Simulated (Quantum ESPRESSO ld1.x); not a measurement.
Results of a calculation; reference values are marked as such.
Task: Co5+, 22 electrons, occupied as [Ar] 3d4 (the NIST ground configuration). Code: ld1.x of Quantum ESPRESSO 7.5. Model: scalar-relativistic Kohn-Sham, relativistic LDA (MacDonald-Vosko exchange, VWN5 correlation), spin-unpolarised, spherical densities, point nucleus. Some entries of the table are withheld. Estimate them.

| orbital | occ. | eigenvalue (hartree) | <r> (bohr) | <1/r> (bohr^-1) |
|---|---|---|---|---|
| 1s | 2 | -280.949 | 0.05638 | 26.94 |
| 2s | 2 | -36.2361 | 0.2563 | 5.796 |
| 2p | 6 | (1) | 0.2254 | (2) |
| 3s | 2 | -6.83201 | (3) | 1.887 |
| 3p | 6 | (4) | 0.7775 | (5) |
| 3d | 4 | -3.28547 | 0.8277 | (6) |

Result: 
(1) 2p eigenvalue (hartree): -31.5743
(2) 2p <1/r> (bohr^-1): 5.695
(3) 3s <r> (bohr): 0.7528
(4) 3p eigenvalue (hartree): -5.47257
(5) 3p <1/r> (bohr^-1): 1.767
(6) 3d <1/r> (bohr^-1): 1.519
